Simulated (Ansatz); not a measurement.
`[SiH3][CH]1[NH][GeH2]1` + `O[SiH2]F` → `F[SiH2]O[SiH3]` + `[CH2]1[NH][GeH2]1`  (ligand exchange at the Si–C bond)

Isolated molecules relaxed with PBE0-D4/def2-TZVP in Ansatz; ΔE leaves out vibrations. CBS: MP2 limit from def2 TZ/QZ plus the TZ coupled-cluster correction, frozen cores. DFT in def2-TZVPP. B3LYP here is the variant with VWN-RPA as its local correlation; programs differ in this. For Ge outer-core shells are correlated without core-valence functions, which leaves a few kJ/mol of doubt a bond. Scalar relativity is left out up to krypton. Each species was taken in one conformer, which may not be the lowest.

Problem. Is it downhill or uphill in electronic energy at CCSD(T)/CBS, and by how much? (An estimate is asked.)

Solution. Ansatz gave: Downhill: ΔE = -96.3 kJ/mol.

Problem. What do these levels give: CAM-B3LYP-D4, ωB97M-V, PBE, B3LYP, BHLYP, HF/def2-TZVPP? (An estimate is asked.)

Solution. Ansatz gave: CAM-B3LYP-D4 -105.6, ωB97M-V -97.4, PBE -86.9, B3LYP -105.3, BHLYP -112.9, HF/def2-TZVPP -124.2 kJ/mol.

Largest T1 diagnostic among the species: 0.013.

In def2-TZVPP, CCSD(T) changes the Hartree–Fock value by +26.5 kJ/mol (the triples alone add +4.4 kJ/mol) and MP2 by +27.7 kJ/mol. From BLYP to BHLYP (50 % exact exchange), in def2-TZVPP and without D4, ΔE moves by −11.4 kJ/mol.
